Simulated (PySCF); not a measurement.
# What a mistake does to a calculation on BClGeH3O

These are calculations, not measurements. The program is PySCF 2.14.0, an open-source quantum chemistry code, run on an isolated molecule that a program drew, which may never have been made. The molecule is BClGeH3O (charge 0, doublet), drawn as the SMILES string `O[BH][GeH][Cl]`.

Each row is a Hartree-Fock (HF) and frozen-core CCSD(T) single point in the cc-pV(D+d)Z basis, meant for a local HF minimum. Run 1 is clean. Each other run has one planted mistake out of seven kinds, and not every kind appears here: one electron removed, one electron added, multiplicity raised by two, geometry at a saddle point, minimal basis STO-3G, one bond length entered in bohr, all coordinates scaled. The reference is restricted for singlets and unrestricted otherwise, and also for a bond in bohr. Adding or removing an electron swaps singlet and doublet. Electrons count all cores. HOMO and LUMO are orbital energies over both spins, the gradient is its largest component, and the lowest frequency (negative if imaginary) is given only where the gradient is small. Bond lengths are over the 6 bonds as drawn. T1 is the CCSD diagnostic: over 0.02 (restricted) or 0.045 (unrestricted) a single reference is doubtful. Germanium has the cc-pVDZ-PP basis, with a core potential (ECP10MDF) in place of its 10 inner electrons, and its 3s, 3p and 3d shells are frozen in CCSD(T).

Geometry of the clean run:
```xyz
7
BClGeH3O, angstrom
O    -2.0337   -2.3183   -2.3939
B    -1.9760   -1.0014   -2.6229
Ge   -2.5015    0.3121   -1.0935
Cl   -2.3907   -0.6156    0.8877
H    -1.8325   -2.8574   -3.1457
H    -1.7035   -0.5474   -3.7029
H    -1.6959    1.6117   -0.9746
```

```
run,electrons,basis functions,<S^2>,HOMO (eV),LUMO (eV),gradient (hartree/bohr),lowest frequency (cm^-1),mean bond (Å),longest bond (Å),T1,HF (hartree),CCSD(T) (hartree),mistake
1,65,89,0.764,-8.64,0.66,2.2e-05,89,1.5492,2.190,0.0168,-854.24103,-854.77693,no fault
2,64,89,0.000,-16.91,-6.99,5.2e-02,-,1.5492,2.190,0.0226,-853.95321,-854.49159,one electron removed
3,65,89,3.772,-5.67,-2.47,4.9e-02,-,1.5492,2.190,0.0307,-854.04839,-854.58184,?
4,65,89,0.764,-8.20,1.07,9.8e-02,-,1.4314,2.024,0.0148,-854.19389,-854.72175,?
```

**Which mistake was planted in run 3, and what did it cost?**

Electrons, basis and geometry are unchanged, and <S^2> is 3.772, beside S(S+1) = 3.75 for a multiplicity of 4. So the mistake is: multiplicity raised by two. Subtracting run 1 and multiplying by 627.51 kcal/mol a hartree, the energy moved by 120.9 kcal/mol in HF and 122.4 kcal/mol in CCSD(T).

**Which mistake was planted in run 4, and what did it cost?**

The mean and the longest bond both change by the same factor, 0.924, and the gradient is no longer small. So the mistake is: all coordinates scaled. Subtracting run 1 and multiplying by 627.51 kcal/mol a hartree, the energy moved by 29.6 kcal/mol in HF and 34.6 kcal/mol in CCSD(T).

Cautions from the logs. Run 2: T1 is over the limit, so its CCSD(T) energy is less reliable.
